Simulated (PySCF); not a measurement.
GeH6O2Si, SMILES O[SiH2][GeH2][OH]. Atoms are numbered in the order given.

```xyz
10

O      1.0046     1.9308     0.0000
Si    -0.5948     1.4675     0.0000
Ge    -0.3405    -0.9234     0.0000
O      1.4806    -0.8033     0.0000
H      1.5958     1.1533     0.0000
H     -1.3220     1.9523     1.2075
H     -1.3220     1.9523    -1.2075
H     -0.7845    -1.7165     1.2545
H     -0.7845    -1.7165    -1.2545
H      1.9600    -1.6411     0.0000
```

Geometry: B3LYP-D3(BJ)/def2-SVP. The structure was generated by enumeration, and PubChem lists no compound with its InChIKey, so it may never have been made. The values are those of a single conformer.

These are PBE/def2-TZVP run with PySCF values and carry that method's errors.

Atomic charges (e):

```json
[
 {"atom": "O1", "Mulliken": "-0.48", "IAO": "-0.78", "Löwdin": "-0.12"},
 {"atom": "Si2", "Mulliken": "0.25", "IAO": "0.74", "Löwdin": "0.01"},
 {"atom": "Ge3", "Mulliken": "0.25", "IAO": "0.48", "Löwdin": "0.23"},
 {"atom": "O4", "Mulliken": "-0.59", "IAO": "-0.75", "Löwdin": "-0.27"},
 {"atom": "H5", "Mulliken": "0.34", "IAO": "0.36", "Löwdin": "0.18"},
 {"atom": "H6", "Mulliken": "-0.03", "IAO": "-0.13", "Löwdin": "-0.04"},
 {"atom": "H7", "Mulliken": "-0.03", "IAO": "-0.13", "Löwdin": "-0.04"},
 {"atom": "H8", "Mulliken": "-0.01", "IAO": "-0.08", "Löwdin": "-0.06"},
 {"atom": "H9", "Mulliken": "-0.01", "IAO": "-0.08", "Löwdin": "-0.06"},
 {"atom": "H10", "Mulliken": "0.31", "IAO": "0.36", "Löwdin": "0.16"}
]
```
